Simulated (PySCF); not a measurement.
# Computed records: Al$_{2}$BH$_{4}$O, AlB$_{2}$H$_{4}$, AlBFH$_{2}$, CH$_{6}$AlBN and others

All values are calculated (PySCF 2.14.0). Calculation on a computer-drawn molecule: the log of a Hartree-Fock and frozen-core CCSD(T) single point meant for a local Hartree-Fock minimum, with one planted fault or none, to be diagnosed. Offsets are logged minus clean, where the clean run is the same molecule without the fault. The reference is restricted for singlets and unrestricted otherwise, and also for a bond in bohr or an excited solution. Adding or removing an electron swaps singlet and doublet. The excited solution moves the top pair (singlet) or top alpha electron (doublet) to the lowest empty orbital. Highest occupied and lowest empty are orbital energies over both spins, largest force is the largest gradient component, triples share is (T) over the correlation energy, the T1 limit is 0.02 restricted and 0.045 unrestricted, electrons count all cores, a negative frequency is imaginary (commonest isotopes), and the dipole is about the centre of nuclear charge.

Common to all runs: logged SCF converged yes; possible faults no fault, one electron removed, one electron added, multiplicity raised by two, geometry at a saddle point, SCF held on an excited solution, minimal basis STO-3G, one bond length entered in bohr, all coordinates scaled.

(1) Al$_{2}$BH$_{4}$O

Logged structure:
```xyz
8
Al2BH4O
B     -0.0132    -0.1655     3.2252
Al    -0.4006     0.6186     1.2517
O     -1.9803     0.6163     0.6087
Al     1.3739     1.4095    -0.5085
H     -0.2052     0.4763     4.2277
H      0.4570    -1.2605     3.4101
H     -2.7824     0.3214     1.0064
H      1.9774     2.8862    -0.6169
```

| Item | Value |
| --- | --- |
| meant charge | 0 |
| meant multiplicity | 2 |
| meant basis | cc-pV(D+d)Z |
| logged electrons | 43 |
| logged basis functions | 32 |
| logged spin squared | 0.7805 |
| logged highest occupied | -2.8007 eV |
| logged lowest empty | 7.1987 eV |
| logged largest force | 0.065255 hartree/bohr |
| logged T1 diagnostic | 0.01962 |
| logged D1 diagnostic | 0.064519 |
| logged triples share | 0.025877 |
| logged CC converged | yes |
| logged dipole magnitude | 1.3425 debye |
| logged SCF stable within its kind | yes |
| logged energy HF | -578.45553 hartree |
| logged energy CCSD(T) | -578.61253 hartree |
| planted fault | minimal basis STO-3G |
| HF energy offset from clean run | 4546 kcal/mol |
| CCSD(T) energy offset from clean run | 4717 kcal/mol |

Drawn bonds:
```csv
atom,other atom,order
1,2,1
2,3,1
2,4,1
1,5,1
1,6,1
3,7,1
4,8,1
```

(2) Al$_{2}$BH$_{4}$O

Structure as in entry 1.

| Item | Value |
| --- | --- |
| meant charge | 0 |
| meant multiplicity | 2 |
| meant basis | cc-pV(D+d)Z |
| logged electrons | 43 |
| logged basis functions | 94 |
| logged spin squared | 0.9547 |
| logged highest occupied | -5.8635 eV |
| logged lowest empty | -0.5372 eV |
| logged largest force | 0.015549 hartree/bohr |
| logged dipole magnitude | 2.3468 debye |
| logged SCF stable within its kind | no |
| logged energy HF | -585.65612 hartree |
| planted fault | SCF held on an excited solution |
| HF energy offset from clean run | 27.17 kcal/mol |

Drawn bonds:
```csv
atom,other atom,order
1,2,1
2,3,1
2,4,1
1,5,1
1,6,1
3,7,1
4,8,1
```

Notes: coupled-cluster numbers left out as unreliable.

(3) Al$_{2}$BH$_{4}$O

Structure as in entry 1.

| Property | Result |
| --- | --- |
| meant charge | 0 |
| meant multiplicity | 2 |
| meant basis | cc-pV(D+d)Z |
| logged electrons | 43 |
| logged basis functions | 94 |
| logged spin squared | 3.8006 |
| logged highest occupied | -7.1323 eV |
| logged lowest empty | -0.85292 eV |
| logged largest force | 0.037499 hartree/bohr |
| logged T1 diagnostic | 0.034469 |
| logged D1 diagnostic | 0.14143 |
| logged triples share | 0.028153 |
| logged CC converged | yes |
| logged dipole magnitude | 2.1644 debye |
| logged SCF stable within its kind | yes |
| logged energy HF | -585.62122 hartree |
| logged energy CCSD(T) | -586.04508 hartree |
| planted fault | multiplicity raised by two |
| HF energy offset from clean run | 49.07 kcal/mol |
| CCSD(T) energy offset from clean run | 52.52 kcal/mol |

Drawn bonds:
```csv
atom,other atom,order
1,2,1
2,3,1
2,4,1
1,5,1
1,6,1
3,7,1
4,8,1
```

(4) AlB$_{2}$H$_{4}$

Logged structure:
```xyz
7
AlB2H4
B     -3.1685    -1.4652    -0.4504
Al     0.0238    -3.2855     1.1382
B      2.0951    -3.5298     0.7666
H     -3.5007    -0.3605    -0.1079
H     -3.8962    -2.0303    -1.2245
H      2.9146    -2.7943     1.2520
H      2.5170    -4.4642     0.1366
```

| Property | Result |
| --- | --- |
| meant charge | 0 |
| meant multiplicity | 2 |
| meant basis | cc-pV(D+d)Z |
| logged electrons | 27 |
| logged basis functions | 71 |
| logged spin squared | 1.4869 |
| logged highest occupied | -7.6466 eV |
| logged lowest empty | 0.68326 eV |
| logged largest force | 0.013144 hartree/bohr |
| logged T1 diagnostic | 0.063346 |
| logged D1 diagnostic | 0.22247 |
| logged triples share | 0.021095 |
| logged CC converged | yes |
| logged dipole magnitude | 0.54581 debye |
| logged SCF stable within its kind | yes |
| logged energy HF | -293.44085 hartree |
| logged energy CCSD(T) | -293.68564 hartree |
| planted fault | one bond length entered in bohr, row 1 of the drawn bonds |
| HF energy offset from clean run | 45.04 kcal/mol |
| CCSD(T) energy offset from clean run | 59.54 kcal/mol |

Drawn bonds:
```csv
atom,other atom,order
1,2,1
2,3,1
1,4,1
1,5,1
3,6,1
3,7,1
```

Notes: T1 above single-reference limit.

(5) AlBFH$_{2}$

Logged structure:
```xyz
5
AlBFH2
B     -2.4605    -0.3918     3.1692
Al    -1.3376    -1.8899     2.0990
F      0.3203    -1.8024     1.9861
H     -2.9435     0.5442     2.5910
H     -2.7681    -0.5586     4.3187
```

| Quantity | Value |
| --- | --- |
| meant charge | 0 |
| meant multiplicity | 2 |
| meant basis | cc-pV(D+d)Z |
| logged electrons | 30 |
| logged basis functions | 61 |
| logged spin squared | 0 |
| logged highest occupied | -0.45819 eV |
| logged lowest empty | 6.4771 eV |
| logged largest force | 0.031867 hartree/bohr |
| logged T1 diagnostic | 0.035819 |
| logged D1 diagnostic | 0.13292 |
| logged triples share | 0.025022 |
| logged CC converged | yes |
| logged dipole magnitude | 2.696 debye |
| logged SCF stable within its kind | yes |
| logged energy HF | -367.2069 hartree |
| logged energy CCSD(T) | -367.58983 hartree |
| planted fault | one electron added |
| HF energy offset from clean run | 7.392 kcal/mol |
| CCSD(T) energy offset from clean run | -15.96 kcal/mol |

Drawn bonds:
```csv
atom,other atom,order
1,2,1
2,3,1
1,4,1
1,5,1
```

Notes: T1 above single-reference limit.

(6) CH$_{6}$AlBN

Logged structure:
```xyz
10
CH6AlBN
B     -1.1136     0.8196    -0.7275
Al    -1.3847     2.3024     0.7933
N     -1.0619     2.1149     2.5292
C     -0.5665     0.9700     3.2735
H     -0.1035     0.7714    -1.3806
H     -2.0258     0.1234    -1.0914
H     -1.2330     2.8932     3.1406
H     -0.3842     0.1324     2.5972
H     -1.2817     0.6278     4.0288
H      0.3779     1.1868     3.7836
```

| Quantity | Value |
| --- | --- |
| meant charge | 0 |
| meant multiplicity | 2 |
| meant basis | cc-pV(D+d)Z |
| logged electrons | 37 |
| logged basis functions | 95 |
| logged spin squared | 3.7842 |
| logged highest occupied | -5.0081 eV |
| logged lowest empty | -0.98835 eV |
| logged largest force | 0.10876 hartree/bohr |
| logged T1 diagnostic | 0.02155 |
| logged D1 diagnostic | 0.080075 |
| logged triples share | 0.028589 |
| logged CC converged | yes |
| logged dipole magnitude | 10.46 debye |
| logged SCF stable within its kind | yes |
| logged energy HF | -362.24627 hartree |
| logged energy CCSD(T) | -362.7352 hartree |
| planted fault | multiplicity raised by two |
| HF energy offset from clean run | 82.72 kcal/mol |
| CCSD(T) energy offset from clean run | 95.32 kcal/mol |

Drawn bonds:
```csv
atom,other atom,order
1,2,1
2,3,1
3,4,1
1,5,1
1,6,1
3,7,1
4,8,1
4,9,1
4,10,1
```

(7) Al$_{2}$BH$_{4}$O

Logged structure:
```xyz
8
Al2BH4O
B     -1.2880    -0.4537    -2.9780
Al    -1.5986    -1.2657    -1.0153
O     -0.9667    -0.6911     0.4401
Al    -0.3507    -0.1419     1.9068
H     -0.4437    -0.9084    -3.7047
H     -2.0903     0.2988    -3.4658
H     -1.1733     0.9193     2.7330
H      1.0326    -0.7029     2.4139
```

| Property | Result |
| --- | --- |
| meant charge | 0 |
| meant multiplicity | 2 |
| meant basis | cc-pV(D+d)Z |
| logged electrons | 43 |
| logged basis functions | 94 |
| logged spin squared | 0.9958 |
| logged highest occupied | -5.9251 eV |
| logged lowest empty | -0.61298 eV |
| logged largest force | 0.042044 hartree/bohr |
| logged dipole magnitude | 3.6624 debye |
| logged SCF stable within its kind | no |
| logged energy HF | -585.69114 hartree |
| planted fault | SCF held on an excited solution |
| HF energy offset from clean run | 44.93 kcal/mol |

Drawn bonds:
```csv
atom,other atom,order
1,2,1
2,3,1
3,4,1
1,5,1
1,6,1
4,7,1
4,8,1
```

Notes: coupled-cluster numbers left out as unreliable.

(8) Al$_{2}$BH$_{4}$O

Structure as in entry 7.

| Quantity | Value |
| --- | --- |
| meant charge | 0 |
| meant multiplicity | 2 |
| meant basis | cc-pV(D+d)Z |
| logged electrons | 42 |
| logged basis functions | 94 |
| logged spin squared | 0 |
| logged highest occupied | -14.779 eV |
| logged lowest empty | -5.9746 eV |
| logged largest force | 0.051441 hartree/bohr |
| logged T1 diagnostic | 0.018436 |
| logged D1 diagnostic | 0.052732 |
| logged triples share | 0.024238 |
| logged CC converged | yes |
| logged dipole magnitude | 7.4112 debye |
| logged SCF stable within its kind | yes |
| logged energy HF | -585.51541 hartree |
| logged energy CCSD(T) | -585.93432 hartree |
| planted fault | one electron removed |
| HF energy offset from clean run | 155.2 kcal/mol |
| CCSD(T) energy offset from clean run | 159.5 kcal/mol |

Drawn bonds:
```csv
atom,other atom,order
1,2,1
2,3,1
3,4,1
1,5,1
1,6,1
4,7,1
4,8,1
```

(9) Al$_{2}$BH$_{4}$O

Structure as in entry 7.

| Quantity | Value |
| --- | --- |
| meant charge | 0 |
| meant multiplicity | 2 |
| meant basis | cc-pV(D+d)Z |
| logged electrons | 43 |
| logged basis functions | 94 |
| logged spin squared | 0.8142 |
| logged highest occupied | -7.5022 eV |
| logged lowest empty | 1.2837 eV |
| logged largest force | 2.422e-05 hartree/bohr |
| logged lowest frequency | 56.772 cm⁻¹ |
| logged T1 diagnostic | 0.027057 |
| logged D1 diagnostic | 0.1214 |
| logged triples share | 0.024191 |
| logged CC converged | yes |
| logged dipole magnitude | 0.37188 debye |
| logged SCF stable within its kind | yes |
| logged energy HF | -585.76273 hartree |
| logged energy CCSD(T) | -586.18846 hartree |
| planted fault | no fault |
| HF energy offset from clean run | 0 kcal/mol |
| CCSD(T) energy offset from clean run | 0 kcal/mol |

Drawn bonds:
```csv
atom,other atom,order
1,2,1
2,3,1
3,4,1
1,5,1
1,6,1
4,7,1
4,8,1
```

(10) CH$_{5}$B$_{2}$O

Logged structure:
```xyz
9
CH5B2O
B      0.9430    -0.9041    -0.4617
C     -0.2450     0.0892     0.2197
B     -0.6095     1.2691    -0.6729
O     -0.9118     2.2104    -1.3664
H      1.1763    -1.8408     0.3228
H      1.9830    -0.2481    -0.6488
H      0.5397    -1.3598    -1.5463
H      0.0945     0.4845     1.1841
H     -1.1584    -0.4850     0.4138
```

| Property | Result |
| --- | --- |
| meant charge | -1 |
| meant multiplicity | 1 |
| meant basis | aug-cc-pVDZ |
| logged electrons | 30 |
| logged basis functions | 137 |
| logged spin squared | 2.0085 |
| logged highest occupied | 0.44007 eV |
| logged lowest empty | 0.82862 eV |
| logged largest force | 0.11135 hartree/bohr |
| logged T1 diagnostic | 0.038694 |
| logged D1 diagnostic | 0.2054 |
| logged triples share | 0.037322 |
| logged CC converged | yes |
| logged dipole magnitude | 10.928 debye |
| logged SCF stable within its kind | yes |
| logged energy HF | -164.92051 hartree |
| logged energy CCSD(T) | -165.50256 hartree |
| planted fault | multiplicity raised by two |
| HF energy offset from clean run | 112.4 kcal/mol |
| CCSD(T) energy offset from clean run | 126.2 kcal/mol |

Drawn bonds:
```csv
atom,other atom,order
1,2,1
2,3,1
3,4,2
1,5,1
1,6,1
1,7,1
2,8,1
2,9,1
```

Notes: highest electron not bound in this basis.
